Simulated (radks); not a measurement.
Task: The mean radii <r> (bohr) of the occupied orbitals of an atom or ion are listed with their occupations. Method: scalar-relativistic Kohn-Sham, RPBE, spin-polarised, spherical densities, finite nucleus; Fermi nuclear charge, rms radius of each element as measured or else 0.836 A^(1/3) + 0.57 fm; computed with a radial shooting solver on a logarithmic mesh with Libxc functionals.

| orbital | occ. | <r> |
|---|---|---|
| 1s up | 1 | 0.02842 |
| 1s down | 1 | 0.02842 |
| 2s up | 1 | 0.1226 |
| 2s down | 1 | 0.1226 |
| 2p up | 3 | 0.1071 |
| 2p down | 3 | 0.1071 |
| 3s up | 1 | 0.3305 |
| 3s down | 1 | 0.3305 |
| 3p up | 3 | 0.3287 |
| 3p down | 3 | 0.3287 |
| 3d up | 5 | 0.3054 |
| 3d down | 5 | 0.3054 |
| 4s up | 1 | 0.7909 |
| 4s down | 1 | 0.7909 |
| 4p up | 3 | 0.8526 |
| 4p down | 3 | 0.8521 |
| 4d up | 5 | 1.034 |
| 4d down | 5 | 1.026 |
| 5s up | 1 | 2.239 |
| 5s down | 1 | 2.223 |
| 5p up | 3 | 2.877 |

Name the element and its charge. Open shells, if any, are filled with parallel spins first.

Result: Z = 51, antimony, charge 0: Sb in [Kr] 4d10 5s2 5p3. The 1s radius gives Z: for a bare nucleus <r> = (2 gamma + 1)/(2Z) with gamma = sqrt(1 - (Z/c)^2), 0.028 bohr for Z = 51, and screening makes it slightly larger (0.02842 here). The occupations add up to 51, and the charge is Z minus that.
